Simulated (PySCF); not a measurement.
**Radial density of Sn (tin, neutral)**

UHF, [Kr] 4d10 5s2 5p2, high-spin 3P determinant. Calculation: PySCF 2.14, in def2-SVP with the def2 core potential (28 electrons); scalar relativity through the core potential. This is the valence pseudo-density: the core potential removes the inner electrons and smooths the orbitals near the nucleus.

```
r (bohr)  4πr²ρ (e/bohr)  4πr²(ρα − ρβ)
 0.00826       2.251e-05         0.0000
  0.0139       6.016e-05         0.0000
  0.0234       0.0001462         0.0000
  0.0393       0.0002913         0.0000
  0.0661       0.0006058         0.0000
   0.111        0.004126         0.0000
   0.187         0.05412         0.0002
   0.315          0.9663         0.0043
   0.529           11.59         0.0604
   0.890           21.85         0.0050
    1.50           6.322         0.1887
    2.52           1.910         0.7664
    4.23          0.4699         0.3397
    7.12         0.02107         0.0195
```

Energies and moments cover only the electrons outside the core potential.
